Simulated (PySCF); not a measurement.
## MF cations for M along group 4

CCSD(T) with triple-zeta basis sets in PySCF, for the lowest determinant that a PBE0 search found; no spin–orbit coupling. De refers to high-spin ground-configuration atoms (the charge goes to the atom of lower measured ionisation energy or higher electron affinity, which is not always the lowest computed limit).

| M | basis | reference, frozen orbitals | charged atom | state (unpaired electrons) | Re (Å) | ωe (cm⁻¹) | De (eV) |
| --- | --- | --- | --- | --- | --- | --- | --- |
| Ti | def2-TZVPPD | UHF, 6 | Ti+ | triplet (δ ↑↑) | 1.733 | 805 | 5.47 |
| Zr | def2-TZVPPD | UHF, 1 | Zr+ | triplet (σ ↑, δ ↑) | 1.825 | 755 | 6.12 |
| Hf | def2-TZVPPD | UHF, 1 | Hf+ | triplet (σ ↑, δ ↑) | 1.827 | 746 | 6.11 |

The shortest bond is that of TiF⁺ (1.733 Å), the longest that of HfF⁺ (1.827 Å).

The state changes along the series, so neighbouring rows are not always alike in their bonding.

Correlated steps freeze the inner cores (1 to 6 orbitals); shallow outer-core shells are correlated. Spin–orbit coupling is left out, which matters for elements this heavy, above all for dissociation energies. For an ion De counts to the pair picked by the measured ionisation energies or electron affinities, which need not be the lowest pair at this level. The state is the lowest single determinant that the PBE0 search found; with open d or f shells the true ground state can be another one.
